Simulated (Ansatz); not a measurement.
The cluster PbO4: single points at one geometry.

```yaml
crystal:
  periodic: [false, false, false]
  atoms:
    - {symbol: Pb, position_ang: [-0.917354, 0.399675, 1.465616]}
    - {symbol: O, position_ang: [-0.989383, 0.801202, -0.677317]}
    - {symbol: O, position_ang: [0.852373, -0.741642, 0.896127]}
    - {symbol: O, position_ang: [-0.038480, -0.271647, -1.184851]}
    - {symbol: O, position_ang: [1.092843, -0.187587, -0.499574]}
basis:
  gaussian: {orbitals: def2-TZVP, initial_orbitals: start.molden}
correlation: {method: mp2}
scf: {omitted_lower_state_checks: [starts]}
output: {orbitals: {seedname: orbitals}}
```

The file start.molden holds the orbitals of an earlier run on this structure, at another level or in another basis.

```sh
$ ansatz run in.yaml --threads 4 --pin off --events-out ev --progress --plain --max-ram 4787MiB
```

It prints (some lines left out):

```
Functional definition: HF
1317 factors; integrals over basis functions are off by at most 7.2e-4 eV
mean field evaluation 1: about -13362.0826 eV, gradient 3.1e1 eV
mean field evaluation 2: about -13363.6067 eV, gradient 1.6e0 eV
mean field evaluation 4: about -13363.9960 eV, gradient 2.1e0 eV
mean field evaluation 8: about -13364.0026 eV, gradient 4.2e-4 eV
mean field -13364.00256634 eV, -491.1180358668 hartree, gradient 7.0e-6 eV, S^2 0.000000; 0 other end points of the search recorded, 0 dependent functions left out; unrestricted orbitals would lower it
8 core orbitals not correlated: weight in the atoms' cores, before any rotation towards them, 1.000 or more for the frozen orbitals, at most 0.000 for the correlated occupied ones
reference -13364.00256634 eV, -491.1180358668 hartree; 19, 19 occupied and 147, 147 virtual orbitals, 1317 factors
second order -37.17000392 eV of doubles, -0.00000000 eV of singles
Total energy: -13401.17257026 eV, -492.4840083161 hartree
Checks for a lower state left out: starts
```

Run time 1.9 s (4 threads of Arm Neoverse V2 on a shared host).

As the first input, with `gaussian: {orbitals: def2-SVP, initial_orbitals: start.molden}`, `hamiltonian: {xc: {text: "exchange = 0.60*pbe_x + 0.40*exact_x\ncorrelation = pbe_c"}}` and without the key `correlation` (abridged; 0.75 s):

```
Functional definition: unnamed
mean field -13413.31975032 eV, -492.9304089495 hartree, gradient 7.4e-5 eV, S^2 0.000000
Total energy: -13413.31976721 eV, -492.9304095704 hartree
Checks for a lower state left out: starts
```

Geometry: PBE-D4/def2-SVP.

In the def2 sets Pb takes a core potential; there is no spin–orbit coupling. Correlated methods freeze 8 core orbitals; core or outer-core shells of Pb are correlated, in sets that lack core-valence functions. The structure holds 3 bonds between oxygen atoms, so isomers without such links may lie far lower. At MP2/def2-TZVP the restricted singlet (for correlated methods, its reference) is unstable: a solution with broken spin symmetry lies lower. The structure comes from a short search, and lower isomers may exist.
